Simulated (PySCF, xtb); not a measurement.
BFH5NO2Si, SMILES [SiH2](NB(O)O)F. Atoms are numbered in the order given.

```xyz
11

Si     1.3751     0.2581     0.1701
F      2.5187    -0.9023     0.0818
N     -0.1260    -0.5623    -0.1141
B     -1.4039     0.0665    -0.1187
O     -2.5251    -0.6887    -0.3561
O     -1.4055     1.4244     0.1232
H      1.4547     0.8623     1.5245
H      1.6874     1.2707    -0.8709
H     -0.0940    -1.5618    -0.2918
H     -3.3580    -0.2062    -0.3473
H     -2.2633     1.8594     0.1240
```

The structure is a stationary point at B3LYP-D3(BJ)/def2-SVP. This is a generated structure with no PubChem entry under its InChIKey; it may be hypothetical. Other conformers were not sampled.

Computed with PySCF 2.14.0 with C-PCM-ωB97X/def2-SVP.

The values are the electrostatic part of the solvation free energy, E(continuum) − E(gas) at the gas-phase geometry, in a cavity of scaled van der Waals radii (PySCF's table); cavitation and dispersion terms are not included. In vacuum the orbital gap is 12.97 eV. The dipole moment in vacuum is 3.98 D.

Estimate the values in water (ε = 78.36), n-hexane (ε = 1.88), benzene (ε = 2.27). (The exact figures need the calculation; the answer reports its results.)


```tsv
solvent	ε	ΔG(elec) (kcal/mol)	dipole (D)	gap (eV)
water	78.36	-9.6	4.66	13.25
n-hexane	1.88	-4.3	4.28	13.18
benzene	2.27	-5.2	4.34	13.21
```

For comparison, GFN2-xTB/ALPB(water) (xtb, at the GFN2-xTB geometry, all terms of that model) gives -8.8 kcal/mol.
